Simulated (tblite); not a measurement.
Compound: C8H11 (doublet state).
SMILES: `CC1=[C]C=CC1(C)C`

Computed values, GFN2-xTB/tblite, gas phase, harmonic and unscaled. Against measured fundamentals such values can be off by several per cent, at times by over 20. Open shells enter through the occupations alone, without spin polarisation, and single modes of such species can be off by tens of per cent.

Harmonic wavenumbers (cm⁻¹): 93.0, 130.8, 188.1, 227.4, 237.8, 255.6, 290.1, 320.4, 408.5, 519.2, 530.3, 574.2, 695.7, 747.4, 762.2, 859.3, 914.0, 963.9, 967.9, 998.9, 1005.1, 1032.8, 1075.1, 1114.2, 1160.4, 1170.6, 1209.3, 1229.8, 1297.4, 1389.0, 1397.5, 1405.9, 1472.6, 1476.5, 1486.4, 1490.6, 1496.4, 1499.4, 1573.6, 1679.8, 2984.4, 2999.4, 3016.6, 3020.4, 3024.6, 3029.7, 3036.7, 3038.3, 3045.5, 3113.9, 3137.7.

A = 2555, B = 2372, C = 1685 MHz; mass 107.086 u (most abundant isotopes); point group Cs, symmetry number 1; spin multiplicity 2.

Question: What is the zero-point energy?

Answer: Half the sum of the wavenumbers: 35397 cm⁻¹ = 423.45 kJ/mol.

Question: Entropy at 298.15 K, 1 bar (ideal gas, RRHO, classical rotation)?

Answer: Translation 167.14, rotation 116.50, vibration 90.58, spin (R ln 2) 5.76: S = 380.0 J/(mol K).

Question: And Cp and H(298.15 K) − H(0)?

Answer: Cp = 146.37 J/(mol K), of which vibrations give 113.11 (their classical limit is 51 R = 424.0); H(298.15 K) − H(0) = 25.72 kJ/mol without the zero-point energy, 15.80 from vibrations.

Question: How do the functions run with temperature in this model?

Answer: 
| T (K) | S (J/(mol K)) | Cp (J/(mol K)) | H − H(0) (kJ/mol) | G − H(0) (kJ/mol) | ln q(vib) |
| --- | --- | --- | --- | --- | --- |
| 100 | 271.0 | 67.0 | 4.56 | -22.54 | 0.67 |
| 200 | 330.1 | 106.9 | 13.31 | -52.70 | 2.48 |
| 300 | 380.9 | 147.1 | 25.99 | -88.28 | 4.56 |
| 500 | 474.7 | 223.8 | 63.37 | -173.98 | 8.97 |
| 800 | 598.2 | 301.2 | 143.13 | -335.46 | 15.68 |
| 1000 | 669.3 | 335.3 | 206.95 | -462.36 | 19.96 |

q(vib) and H(0) count from the zero-point level.

Question: What must be added to the electronic energy to get the Gibbs energy at 298.15 K and 1 bar?

Answer: ZPE + [H(298.15 K) − H(0)] − T·S = 423.45 + 25.72 − 113.29 = 335.88 kJ/mol.

Question: Which modes carry the vibrational entropy at 298.15 K?

Answer: 93.0 cm⁻¹: 15.05; 130.8 cm⁻¹: 12.28; 188.1 cm⁻¹: 9.40; 227.4 cm⁻¹: 7.95; 237.8 cm⁻¹: 7.61; 255.6 cm⁻¹: 7.08 J/(mol K); the other 45 give 31.23 together.

Hindered rotation and anharmonicity are outside this model.

On Arm Neoverse V2, one thread, no GPU, shared host with 96 logical CPUs at a one-minute load of 47, this took 0.5 s. This covers the Hessian and the dipole derivatives.
